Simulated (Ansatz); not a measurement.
Harmonic frequencies (cm⁻¹) at PBE0-D4/def2-TZVP from Ansatz: 116, 154, 165, 174, 210, 243, 395, 518, 534, 562, 588, 615, 684, 719, 1048, 1190, 1415, 1421, 1543, 3027, 3111, 3135, 3563, 3664.

Each molecule was computed in one conformer, which needn't be the lowest.

**Question.** Which molecule is it?
A. `[NH]=[Nb]([NH2])([OH])[F]`
B. `[CH3][Nb]([OH])([F])=[S]`
C. `[NH2][Nb]([NH2])([NH2])=[S]`
D. `[CH3][Nb]([NH2])(=[O])[F]`

**Answer.** D.
